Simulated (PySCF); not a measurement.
Species: C5H3F3.
Z-matrix (Å and degrees, PBE0-D3(BJ)/def2-SVP geometry), rows numbered from 1:
```
F 
C   1  1.3155
C   2  1.3355  1  127.46
C   3  1.5092  2  106.28  1  -179.75
F   4  1.3545  3  112.07  2  -120.32
F   4  1.3537  3  111.88  2   120.34
C   4  1.5212  3  104.87  2    -0.07
C   7  1.3352  4  108.58  3     0.01
H   3  1.0873  2  129.28  1    -0.49
H   7  1.0896  4  122.39  3  -179.71
H   8  1.0902  2  123.70  1    -0.26
```

Level of theory: PySCF 2.14.0, PBE0-D3(BJ)/def2-SVP geometry optimisation, gas phase.

Take the most abundant isotopes and a rigid rotor. 

Problem. What are A, B and C (cm⁻¹)?

Solution. Ia = 118.83, Ib = 336.14, Ic = 365.69 u·Å²; 505379 MHz·u·Å²/I gives 4253, 1503 and 1382 MHz, that is A = 0.14186, B = 0.05015, C = 0.04610 cm⁻¹.

Problem. What kind of rotor is it?

Solution. A near-prolate asymmetric top: κ = (2 × 1503 − 4253 − 1382)/(4253 − 1382) = -0.92.

Problem. Is it planar, by Δ = Ic − Ia − Ib?

Solution. Not planar: Δ = Ic − Ia − Ib = -89.27 u·Å². For a rigid frame Δ = −2 Σ m c², so Σ m c² = 44.64 u·Å² lies off the ab plane: 0.00 from hydrogen and 44.64 from heavier atoms. The atom farthest from that plane is 1.08 Å away.

Problem. Give the other two planar moments, Paa and Pbb, and the rms extents of the mass along the axes.

Solution. Paa = Σ m a² = (Ib + Ic − Ia)/2 = 291.50 and Pbb = Σ m b² = (Ia + Ic − Ib)/2 = 74.19 u·Å². With the mass M = 120.02 u, the rms extents √(P/M) along a, b and c are 1.56, 0.79, 0.61 Å.

Problem. Give the coordinates in the principal-axis frame, origin at the centre of mass.

Solution. The sense of each axis is arbitrary; atoms in the order of the calculation.
```tsv
atom	mass (u)	a (Å)	b (Å)	c (Å)
F1	18.998	2.613	0.469	-0.002
C2	12.000	1.340	0.136	-0.003
C3	12.000	0.286	0.957	-0.008
C4	12.000	-0.938	0.074	0.000
F5	18.998	-1.722	0.281	-1.084
F6	18.998	-1.717	0.302	1.083
C7	12.000	-0.394	-1.347	0.009
C8	12.000	0.940	-1.292	0.006
H9	1.008	0.260	2.044	-0.006
H10	1.008	-1.045	-2.221	0.011
H11	1.008	1.650	-2.119	0.010
```

Problem. Which lines would a microwave search look for?

Solution. The dipole components are |μa| = 1.04 D, |μb| = 1.30 D, |μc| = 0.00 D; the mirror of this Cs structure is the ab plane, so μc vanishes by symmetry (the 0.01 D computed is a residue) and there are no c-type lines. The squared components, which scale the intensities, stand as 0.64 : 1.00 (a : b). Some of the stronger lines:

| type | branch | J(Ka,Kc) | MHz | lower level (cm⁻¹) |
| --- | --- | --- | --- | --- |
| b | R | 3(1,2) ← 2(2,1) | 588 | 0.664 |
| b | Q | 1(1,0) ← 1(0,1) | 2871 | 0.096 |
| b | Q | 4(1,3) ← 4(0,4) | 3466 | 0.961 |
| b | R | 1(1,1) ← 0(0,0) | 5635 | 0.000 |
| a | R | 2(1,2) ← 1(1,1) | 5649 | 0.188 |
| b | R | 5(1,4) ← 4(2,3) | 6882 | 1.337 |
| b | Q | 3(2,1) ← 3(1,2) | 8088 | 0.683 |
| a | R | 3(2,1) ← 2(2,0) | 8672 | 0.664 |
| b | Q | 3(2,2) ← 3(1,3) | 8798 | 0.659 |
| a | R | 3(1,2) ← 2(1,1) | 8836 | 0.389 |
| a | R | 4(2,2) ← 3(2,1) | 11578 | 0.953 |
| b | R | 4(1,4) ← 3(0,3) | 13754 | 0.577 |
| b | Q | 5(3,3) ← 5(2,4) | 14086 | 1.818 |
| a | R | 5(1,5) ← 4(1,4) | 14107 | 1.036 |
| a | R | 5(2,4) ← 4(2,3) | 14419 | 1.337 |
| a | R | 5(1,4) ← 4(1,3) | 14713 | 1.076 |
| b | R | 5(1,5) ← 4(0,4) | 16359 | 0.961 |
| b | R | 3(2,1) ← 2(1,2) | 17289 | 0.376 |
| b | Q | 5(4,2) ← 5(3,3) | 19661 | 2.288 |
| b | R | 4(2,2) ← 3(1,3) | 20395 | 0.659 |
| b | R | 4(4,1) ← 3(3,0) | 31214 | 1.421 |
| b | R | 5(4,1) ← 4(3,2) | 34101 | 1.806 |

No PBE0-D3(BJ)/def2-SVP frequencies stand behind this structure, so it isn't proved a minimum. Zero-point vibration and centrifugal distortion are left out.
